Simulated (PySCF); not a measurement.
# Computed spin Hamiltonian

Compound: C8H11Si (doublet state).
Z-matrix (Å and degrees, PBE0-D3(BJ)/def2-SVP geometry), rows numbered from 1:
```
C 
C   1  1.3098
Si  2  1.8316  1  171.73
C   3  1.8734  2  108.05  1  -109.47
C   4  1.3377  3  123.60  2   109.22
C   3  1.8741  2  111.31  1    11.27
C   6  1.3377  3  124.35  2     3.14
C   3  1.8736  2  108.46  1   131.75
C   8  1.3378  3  123.50  2  -108.64
H   1  1.1033  2  122.47  3    -5.26
H   1  1.1021  2  122.51  3   174.73
H   4  1.0985  3  118.20  2   -70.49
H   5  1.0961  4  122.25  3  -179.84
H   5  1.0962  4  121.65  3    -0.16
H   6  1.0993  3  117.55  2  -177.45
H   7  1.0961  6  122.32  3   179.46
H   7  1.0960  6  121.49  3    -0.41
H   8  1.0986  3  118.32  2    71.07
H   9  1.0961  8  122.23  3   179.79
H   9  1.0963  8  121.60  3     0.13
```

The hyperfine couplings belong to this conformer and change with its torsions.

Identity: `C=[C][Si](C=C)(C=C)C=C` [radical].

Method used: UKS B3LYP, IGLO-III on C Si, pcH-1 on H, non-relativistic, mean-field spin-orbit, GIAO (PySCF). Geometry: PBE0-D3(BJ)/def2-SVP, one conformer, isolated molecule. Stability of the SCF solution: not tested.

* g1, g2, g3: 2.00167, 2.00213, 2.00286
* g_iso: 2.00222
* Form of g: rhombic: the two nearest values differ by 39 % of g3 − g1
* ⟨S²⟩: 0.7590 (exact 0.7500)
* α and β electrons: 37, 36
* HOMO–LUMO gap, α and β orbitals: 4.78, 5.11 eV
* Total energy: -600.97757 Eh

Hyperfine couplings atom by atom, in mT; T1 to T3 are the principal values of the dipolar part (MHz turned into mT with g_iso):

```csv
atom,isotope,a_iso,of which spin–orbit,T1,T2,T3,Mulliken spin population
C1,13C,-1.94,0.00,-0.55,0.13,0.42,-0.16
C2,13C,2.67,-0.01,-2.80,-2.17,4.98,0.96
Si3,29Si,1.16,0.00,-0.09,-0.03,0.13,0.01
C4,13C,0.19,0.00,-0.03,-0.02,0.05,0.00
C5,13C,0.03,0.00,-0.02,-0.01,0.02,0.00
C6,13C,1.39,0.00,-0.12,-0.10,0.21,0.02
C7,13C,0.07,0.00,-0.06,0.01,0.05,0.00
C8,13C,0.38,0.00,-0.04,-0.04,0.08,0.00
C9,13C,0.06,0.00,-0.02,0.00,0.02,0.00
H10,1H,6.40,0.00,-0.15,-0.11,0.26,0.08
H11,1H,5.97,0.00,-0.16,-0.13,0.29,0.07
H12,1H,-0.01,0.00,-0.08,-0.06,0.14,0.00
H13,1H,0.01,0.00,-0.02,-0.02,0.05,0.00
H14,1H,0.00,0.00,-0.04,-0.03,0.07,0.00
H15,1H,0.41,0.00,-0.08,-0.04,0.12,0.01
H16,1H,-0.02,0.00,-0.05,-0.02,0.07,0.00
H17,1H,-0.02,0.00,-0.15,-0.11,0.26,0.00
H18,1H,-0.02,0.00,-0.08,-0.06,0.14,0.00
H19,1H,0.03,0.00,-0.03,-0.02,0.05,0.00
H20,1H,-0.01,0.00,-0.04,-0.03,0.07,0.00
```

The Mulliken spin populations are largest on C2 (+0.96), C1 (-0.16), H10 (+0.08) and H11 (+0.07). C2 is the only atom above +0.15.

Axes: g1 points within 4° of the C1–C2 bond.

Under fast tumbling the dipolar parts average out, and these isotropic splittings remain: 1 × 1H (H10, I = 1/2, 2 lines) with 6.40 mT, 1 × 1H (H11, I = 1/2, 2 lines) with 5.97 mT and 3 × 1H (H12/H15/H18, I = 1/2, 4 lines) with 0.13 mT.

Nuclei that the bonding pattern makes equivalent are averaged, as if the motion that swaps them (rotation, inversion, ring flip) were fast. The 1H value of +3.6 MHz is a mean of couplings from -0.6 to 11.6 MHz in this one geometry, not an average over conformers.

The 13C coupling of C2 (74.8 MHz) shows only in satellite lines or after enrichment, since that isotope makes up about 1.07 % of natural carbon.

The 29Si coupling of Si3 (32.4 MHz) shows only in satellite lines or after enrichment, since that isotope makes up about 4.7 % of natural silicon.

Examples of negative spin density at the nucleus (bohr⁻³): C1 (-0.0484) and Si3 (-0.0365).
